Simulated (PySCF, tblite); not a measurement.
Species: C5H10Cl2OSi2.
Structure used (GFN2-xTB), in Å, numbered top down from 1:
```xyz
20
C5H10Cl2OSi2 angstrom
C     -1.0122   -2.4591   -0.7403
C     -0.8441   -1.3927   -1.2617
C     -0.6926   -0.0887   -1.8336
Cl    -2.3239    0.5111   -2.3671
Si     0.0408    1.1899   -0.5630
O     -0.8031    1.1602    0.8155
C     -2.1790    1.2712    1.0699
Si     2.1370    0.5777    0.1723
C      2.0433   -1.0518    1.1776
Cl     3.6818   -1.5838    1.6456
H     -1.1384   -3.4074   -0.3101
H     -0.0990   -0.1508   -2.7466
H     -0.1277    2.4613   -1.2838
H     -2.7271    0.4808    0.5562
H     -2.3252    1.1744    2.1458
H     -2.5547    2.2395    0.7360
H      2.7960    1.5656    1.0329
H      3.0420    0.3181   -0.9539
H      1.6022   -1.8652    0.6047
H      1.4788   -0.9397    2.1006
```

Level of theory: PBE0/pcSseg-1 in PySCF (dipole) on a GFN2-xTB geometry, gas phase.

Take the most abundant isotopes and a rigid rotor. The values belong to one conformer with, in the numbering `[CH:1]#[C:2][C@@H:3]([Cl:4])[Si@@H:5]([O:6][CH3:7])[SiH2:8][CH2:9][Cl:10]`, C2–C3–Si5–O6 -51°, C3–Si5–O6–C7 -52°, C3–Si5–Si8–C9 -65°, Si5–Si8–C9–Cl10 176°.

(1) Give the principal moments of inertia and the rotational constants in MHz.

(2) Classify the top.

(3) What does the inertial defect say?

(4) Give the other two planar moments, Paa and Pbb, and the rms extents of the mass along the axes.

(5) List the rotational levels J(Ka,Kc) to J = 2 (MHz).

(6) Predict some low-J microwave lines.

## Answers

(1) Ia = 425.57, Ib = 1432.59, Ic = 1555.18 u·Å²; 505379 MHz·u·Å²/I gives A = 1188, B = 352.8, C = 325.0 MHz.

(2) A near-prolate asymmetric top; Ray's κ = -0.936.

(3) Not planar: Δ = Ic − Ia − Ib = -302.98 u·Å². For a rigid frame Δ = −2 Σ m c², so Σ m c² = 151.49 u·Å² lies off the ab plane: 30.68 from hydrogen and 120.81 from heavier atoms. The atom farthest from that plane is 2.80 Å away.

(4) Paa = Σ m a² = (Ib + Ic − Ia)/2 = 1281.10 and Pbb = Σ m b² = (Ia + Ic − Ib)/2 = 274.08 u·Å². With the mass M = 211.96 u, the rms extents √(P/M) along a, b and c are 2.46, 1.14, 0.85 Å.

(5) Above 0(0,0):
J = 1: 1(0,1) 678, 1(1,1) 1512, 1(1,0) 1540
J = 2: 2(0,2) 2033, 2(1,2) 2840, 2(1,1) 2924, 2(2,1) 5428, 2(2,0) 5429
The levels of one J sum to (2J + 1)J(J + 1)(A + B + C)/3.

(6) The dipole components are |μa| = 1.48 D, |μb| = 0.32 D, |μc| = 0.83 D. Intensities carry the squares of the components, which stand as 1.00 : 0.05 : 0.32 (a : b : c). Some lines, for components of 0.1 D or more:

```
type  branch         J(Ka,Kc)   MHz  lower level (cm⁻¹)
   b       R  2(0,2) ← 1(1,1)   520               0.050
   a       R  1(0,1) ← 0(0,0)   678               0.000
   c       Q  2(1,2) ← 2(0,2)   808               0.068
   c       Q  1(1,1) ← 1(0,1)   835               0.023
   b       Q  1(1,0) ← 1(0,1)   863               0.023
   b       Q  2(1,1) ← 2(0,2)   891               0.068
   a       R  2(1,2) ← 1(1,1)  1328               0.050
   a       R  2(0,2) ← 1(0,1)  1355               0.023
   a       R  2(1,1) ← 1(1,0)  1383               0.051
   b       R  1(1,1) ← 0(0,0)  1512               0.000
   c       R  1(1,0) ← 0(0,0)  1540               0.000
   b       R  2(1,2) ← 1(0,1)  2162               0.023
   c       Q  2(2,1) ← 2(1,1)  2504               0.098
   b       Q  2(2,0) ← 2(1,1)  2505               0.098
   b       Q  2(2,1) ← 2(1,2)  2588               0.095
   b       R  2(2,1) ← 1(1,0)  3888               0.051
   c       R  2(2,0) ← 1(1,0)  3888               0.051
   c       R  2(2,1) ← 1(1,1)  3915               0.050
   b       R  2(2,0) ← 1(1,1)  3916               0.050
```

Its lowest GFN2-xTB frequency is 11 cm⁻¹, too small to tell a flat minimum from a shallow saddle. Constants of a rigid frame at the computed geometry: no zero-point averaging, no centrifugal distortion. A rigid rotor knows nothing of internal rotation, which can split or shift real lines. Quadrupole hyperfine structure (35Cl) is left out.
